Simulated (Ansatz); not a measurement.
All numbers were calculated with Ansatz.

`CCC(/C=C/NC)=N/C` at its PBE0-D4/def2-TZVP geometry, where that method's forces vanish. Total charge 0; spin multiplicity 1.

```csv
atom,x (Å),y (Å),z (Å)
C1,0.3534,2.2297,1.2376
C2,1.3744,1.3683,0.5020
C3,0.8138,0.7536,-0.7570
C4,-0.0293,-0.4237,-0.6592
C5,-0.2863,-1.0797,0.4908
N6,-1.0125,-2.2187,0.6162
C7,-1.5491,-2.6429,1.8827
N8,1.1015,1.3564,-1.8488
C9,0.5711,0.8602,-3.0935
H10,0.7958,2.6899,2.1244
H11,-0.0033,3.0289,0.5843
H12,-0.5166,1.6509,1.5566
H13,2.2186,1.9866,0.1943
H14,1.7675,0.5948,1.1698
H15,-0.4755,-0.8011,-1.5739
H16,0.1301,-0.7272,1.4299
H17,-1.5066,-2.5262,-0.2058
H18,-1.7588,-3.7133,1.8578
H19,-2.4702,-2.1147,2.1618
H20,-0.8082,-2.4690,2.6653
H21,-0.5272,0.8769,-3.1197
H22,0.9284,1.4898,-3.9100
H23,0.8889,-0.1696,-3.3055
```

(1) For each bond, give half the difference of the two atoms' forces along it (eV/Å; positive pushes the atoms apart) under PBE-D4, r2SCAN-D4, B3LYP-D4, ωB97M-V in def2-TZVPP. (Best estimate.)

Answers

(1) The calculation gave: 
| bond | length (Å) | PBE-D4 | r2SCAN-D4 | B3LYP-D4 | ωB97M-V |
| --- | --- | --- | --- | --- | --- |
| C1–C2 | 1.525 | 0.01 | 0.13 | 0.20 | 0.16 |
| C1–H10 | 1.093 | 0.09 | -0.04 | -0.07 | -0.08 |
| C1–H12 | 1.093 | 0.11 | -0.03 | -0.07 | -0.07 |
| C2–H14 | 1.095 | 0.10 | -0.05 | -0.11 | -0.12 |
| C3–C4 | 1.451 | -0.42 | -0.26 | 0.01 | 0.43 |
| C4–C5 | 1.349 | 0.33 | 0.23 | 0.02 | -0.27 |
| C4–H15 | 1.085 | 0.09 | -0.05 | -0.12 | -0.15 |
| C5–N6 | 1.357 | 0.01 | 0.03 | 0.16 | 0.29 |
| C5–H16 | 1.086 | 0.01 | -0.11 | -0.16 | -0.09 |
| N6–H17 | 1.007 | 0.22 | -0.03 | -0.10 | -0.18 |
| C7–H19 | 1.098 | 0.11 | -0.04 | -0.07 | -0.13 |
| N8–C9 | 1.441 | -0.07 | 0.08 | 0.19 | 0.37 |
| C9–H22 | 1.091 | 0.08 | -0.06 | -0.11 | -0.10 |
| C9–H23 | 1.098 | 0.13 | -0.02 | -0.06 | -0.12 |

B3LYP here is the variant with VWN-RPA as its local correlation; programs differ in this.
